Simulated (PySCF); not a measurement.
Molecule: `[SiH2]1[SiH2][SiH2][SiH2][SiH2][SiH2]1`, H12Si6.

Molfile (atoms numbered from 1):
```
H12Si6
     RDKit          3D

 18 18  0  0  0  0  0  0  0  0999 V2000
   -1.3321    1.2972   -1.2530 Si  0  0  0  0  0  4  0  0  0  0  0  0
    0.7378    2.0646   -0.4566 Si  0  0  0  0  0  4  0  0  0  0  0  0
    2.2039    0.2389   -0.2906 Si  0  0  0  0  0  4  0  0  0  0  0  0
    1.3269   -1.2938    1.2553 Si  0  0  0  0  0  4  0  0  0  0  0  0
   -0.7374   -2.0646    0.4473 Si  0  0  0  0  0  4  0  0  0  0  0  0
   -2.2054   -0.2395    0.2910 Si  0  0  0  0  0  4  0  0  0  0  0  0
   -1.1188    0.5999   -2.5615 H   0  0  0  0  0  0  0  0  0  0  0  0
   -2.2784    2.4374   -1.4690 H   0  0  0  0  0  0  0  0  0  0  0  0
    1.3010    3.1205   -1.3568 H   0  0  0  0  0  0  0  0  0  0  0  0
    0.5445    2.6551    0.9065 H   0  0  0  0  0  0  0  0  0  0  0  0
    2.3050   -0.4277   -1.6282 H   0  0  0  0  0  0  0  0  0  0  0  0
    3.5713    0.6895    0.1211 H   0  0  0  0  0  0  0  0  0  0  0  0
    2.2744   -2.4316    1.4786 H   0  0  0  0  0  0  0  0  0  0  0  0
    1.1048   -0.5939    2.5609 H   0  0  0  0  0  0  0  0  0  0  0  0
   -1.3008   -3.1279    1.3384 H   0  0  0  0  0  0  0  0  0  0  0  0
   -0.5376   -2.6451   -0.9191 H   0  0  0  0  0  0  0  0  0  0  0  0
   -2.3028    0.4212    1.6318 H   0  0  0  0  0  0  0  0  0  0  0  0
   -3.5739   -0.6877   -0.1195 H   0  0  0  0  0  0  0  0  0  0  0  0
  1  2  1  0
  2  3  1  0
  3  4  1  0
  4  5  1  0
  5  6  1  0
  6  1  1  0
  1  7  1  0
  1  8  1  0
  2  9  1  0
  2 10  1  0
  3 11  1  0
  3 12  1  0
  4 13  1  0
  4 14  1  0
  5 15  1  0
  5 16  1  0
  6 17  1  0
  6 18  1  0
M  END
```

Geometry PBE0-D3(BJ)/def2-SVP throughout; GIAO in PySCF, gas phase, one conformer, non-relativistic; equivalent atoms averaged; basis pcSseg-1.

(1) How do the absolute shieldings σ depend on the functional? (ppm; last column core-seconds on shared hosts with different chips, so compare them loosely)

(2) Which nucleus moves most, in ppm?

## Answers

(1) 
```csv
functional,kind,Si1/Si2/Si3/Si4/Si5/Si6,H7/H8/H9/H10/H11/H12/H13/H14/H15/H16/H17/H18,core-s
HF,Hartree–Fock,491.9,28.40,35
LDA,LDA,436.6,26.84,72
PBE,GGA,446.1,27.41,120
BLYP,GGA,429.1,27.69,110
BP86,GGA,443.4,27.48,110
OPBE,GGA,467.8,27.49,120
KT2,GGA,470.1,27.41,32
KT3,GGA,467.7,27.73,32
B97-D,GGA,449.3,27.79,31
B3LYP,global hybrid,442.5,27.81,25
PBE0,global hybrid,461.6,27.61,33
mPW1PW91,global hybrid,458.6,27.70,25
WP04,global hybrid,424.1,28.47,56
B97-2,global hybrid,462.2,27.80,54
BHandHLYP,global hybrid,460.7,28.01,55
CAM-B3LYP,range-separated hybrid,451.7,27.83,47
wB97X-D,range-separated hybrid,463.3,27.81,77
LC-wPBE,range-separated hybrid,472.5,27.86,92
```

(2) Si1/Si2/Si3/Si4/Si5/Si6 (silicon bonded to 2 Si, 2 H, in a 6-membered ring): from 424.1 ppm with WP04 to 491.9 ppm with HF. The smallest spread is 1.63 ppm, at H7/H8/H9/H10/H11/H12/H13/H14/H15/H16/H17/H18.
